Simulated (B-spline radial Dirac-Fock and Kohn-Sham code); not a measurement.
**Satellites and hypersatellites of the K lines of Ti²⁺**

System: the Ti²⁺ ion, configuration [Ar] 3d2.

Input file task.json (cfg lists n, l and occupation; rrms is the nuclear radius in fm):

```json
{"items": [{
  "Z": 22,
  "q": 2,
  "cfg": [[1, 0, 2], [2, 0, 2], [2, 1, 6], [3, 0, 2], [3, 1, 6], [3, 2, 2]],
  "A": 48,
  "rrms": 3.5921,
  "do": ["binding", "quiet", "double"]
}]}
```

Launch: `python xray_run.py task.json out`

Model: Dirac-Fock energy differences between relaxed states, corrected for Breit and QED terms. Program: a radial B-spline solver. Each two-hole energy is an average over J within one jj subconfiguration, not an observable level; in light atoms, where LS coupling holds, the j-resolved values are not observed lines, and for a K spectator the Kα1 hypersatellite is nearly forbidden. Correlation and solid-state effects are left out.

Lines without a spectator: Kα2 (K-L2) 4504.2 eV, Kα1 (K-L3) 4509.8 eV, Kβ3 (K-M2) 4931.5 eV, Kβ1 (K-M3) 4932.1 eV. Shifts in eV with one spectator hole (a dash: not computed, or left out as unreliable):

```
spectator hole     Kα2     Kα1    Kβ3    Kβ1
    L2 (2p1/2)  +19.32  +23.77      –  +57.7
    L3 (2p3/2)  +22.60  +21.49  +56.4      –
    M2 (3p1/2)       –   +1.45  +4.74  +5.99
    M3 (3p3/2)   +1.35       –  +5.79  +5.44
```

Q: Where does the K-L3 hypersatellite lie, emitted when both K electrons are missing?

A: +228.3 eV from the normal line, at 4738.1 eV. Removing both K electrons costs 10296.3 eV, which is 307.3 eV more than twice the K binding energy. In light atoms the observed hypersatellite is the ¹S₀ → ¹P₁ component, which lies below this average, and the triplet component is nearly forbidden.

With n spectator holes in 2p, averaged over the 2p shell (energies in eV):

| n | KαLⁿ | step | hypersatellite KαʰLⁿ |
| --- | --- | --- | --- |
| 0 | 4507.9 | – | 4735.8 |
| 1 | 4530.2 | +22.3 | 4759.3 |
| 2 | 4553.6 | +23.5 | 4784.1 |
| 3 | 4578.3 | +24.7 | 4810.1 |
| 4 | 4604.3 | +26.0 | 4837.3 |
| 5 | 4631.6 | +27.2 | 4865.8 |
